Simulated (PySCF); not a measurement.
All of these have the formula C5H11NSi. The calculation used TDDFT wB97X-D/def2-SVPD, vertical, gas phase, core orbitals frozen in the response (PySCF 2.14.0, density-fitted response routines). Geometries: GFN2-xTB; one conformer of each isolated species. Triplets are in the Tamm–Dancoff approximation.

A. `C=N[C@@H]1C[SiH2][C@@H]1C`
B. `C/N=C\[C@H]1CC[SiH2]1`
C. `C(#N)C[SiH2]C(C)C`
D. `[H]/N=C\[C@@H]1C[SiH2][C@H]1C`

Lowest singlet levels (six at most, fewer where fewer were computed) with oscillator strengths:

1. 7.56 eV (f 0.001); 7.97 eV (f 0.007); 7.99 eV (f 0.029); 8.10 eV (f 0.019); 8.18 eV (f 0.002); 8.37 eV (f 0.011); T1 6.53 eV
2. 5.00 eV (f 0.001); 6.77 eV (f 0.017); 7.04 eV (f 0.004); 7.17 eV (f 0.017); 7.37 eV (f 0.138); 7.47 eV (f 0.049); T1 4.27 eV
3. 4.88 eV (f 0.002); 6.28 eV (f 0.043); 6.67 eV (f 0.132); 6.90 eV (f 0.034); 7.05 eV (f 0.109); 7.23 eV (f 0.022); T1 4.20 eV
4. 5.15 eV (f 0.003); 6.76 eV (f 0.059); 7.03 eV (f 0.059); 7.38 eV (f 0.035); 7.49 eV (f 0.015); 7.73 eV (f 0.009); T1 4.44 eV

Question: Match each spectrum to its molecule.

Answer: 1 = C, 2 = A, 3 = B, 4 = D.
- A: S1 at 5.00 eV, HOMO→LUMO (76%), HOMO-1→LUMO (10%); Löwdin shares by element: HOMO nitrogen 41%, carbon 28% or more (atoms not listed hold the other 31%); LUMO carbon 35% or more, nitrogen 32%, hydrogen 14% or more (atoms not listed hold the other 19%); HOMO -9.04 and LUMO 1.54 eV.
- B: S1 at 4.88 eV, HOMO→LUMO (50%), HOMO→LUMO+1 (25%), HOMO→LUMO+2 (12%); Löwdin shares by element: HOMO nitrogen 53%, carbon 31% or more (atoms not listed hold the other 17%); LUMO silicon 29%, carbon 21% or more, nitrogen 11% (atoms not listed hold the other 39%); HOMO -8.55 and LUMO 1.42 eV.
- C: S1 at 7.56 eV, HOMO-1→LUMO+2 (21%), HOMO→LUMO+2 (12%), HOMO-1→LUMO+4 (12%); Löwdin shares by element: HOMO carbon 45% or more, silicon 18% (atoms not listed hold the other 37%); LUMO silicon 26%, carbon 25% or more, hydrogen 9% or more (atoms not listed hold the other 40%); HOMO -10.23 and LUMO 1.86 eV.
- D: S1 at 5.15 eV, HOMO→LUMO (64%), HOMO→LUMO+2 (26%); Löwdin shares by element: HOMO nitrogen 46%, carbon 30% or more (atoms not listed hold the other 24%); LUMO carbon 22% or more, silicon 21%, nitrogen 17% (atoms not listed hold the other 39%); HOMO -9.01 and LUMO 1.30 eV.
A and B have S1 within 0.12 eV of each other; their strongest listed levels stand at 7.37 eV (f 0.138) and 6.67 eV (f 0.132).
A and D have S1 within 0.15 eV of each other; their strongest listed levels stand at 7.37 eV (f 0.138) and 6.76 eV (f 0.059).
